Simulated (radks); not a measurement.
Values are calculated unless marked as measured or tabulated.
Task: Radial electron density D(r) = 4 pi r^2 rho(r) of an atom or ion with 51 electrons. Level of theory: Dirac Kohn-Sham, BP86, spin-unpolarised, spherical densities, finite nucleus; Fermi nuclear charge, rms radius of each element as measured or else 0.836 A^(1/3) + 0.57 fm (a radial shooting solver on a logarithmic mesh with Libxc functionals).

r (bohr),D(r) (e/bohr)
0.001319,6.964
0.001499,8.523
0.001717,10.53
0.001952,12.79
0.002236,15.66
0.002562,19.08
0.002911,22.84
0.003336,27.46
0.003821,32.75
0.004343,38.34
0.004976,44.87
0.005701,51.90
0.006479,58.79
0.007423,66.15
0.008437,72.78
0.009666,79.10
0.01107,84.20
0.01259,87.48
0.01442,89.06
0.01652,88.61
0.01878,86.57
0.02151,83.37
0.02465,80.23
0.02801,78.57
0.03209,79.44
0.03648,83.47
0.04179,91.02
0.04788,100.5
0.05441,108.9
0.06234,114.5
0.07142,114.2
0.08118,108.6
0.093,99.09
0.1057,90.90
0.1211,87.24
0.1387,90.40
0.1577,97.06
0.1807,101.9
0.207,98.16
0.2352,85.33
0.2695,66.28
0.3088,49.95
0.3509,42.89
0.4021,44.29
0.457,48.85
0.5236,50.36
0.5998,45.05
0.6817,35.06
0.781,23.00
0.8948,12.90
1.017,6.498
1.165,2.705
1.335,0.9651
1.517,0.3155
1.738,0.08060
1.976,0.01832
2.263,0.002919
2.593,0.0003328

What is the nuclear charge?

Result: Z = 65. The innermost maximum, from 1s, lies near gamma/Z bohr with gamma = sqrt(1 - (Z/c)^2) = 0.880, here 0.0135 bohr (found: 0.0150), and its height grows with Z. The density is that of the terbium ion Tb14+ in [Kr] 4d10 4f5; the configuration itself is not fixed sharply by these data, and Z only to a few units. D(r) has 4 maxima, at r = 0.0150, 0.0665, 0.184, 0.507 bohr, and minima at 0.0289, 0.121, 0.365 bohr, inside which lie 2.02, 11.17, 29.44 electrons.
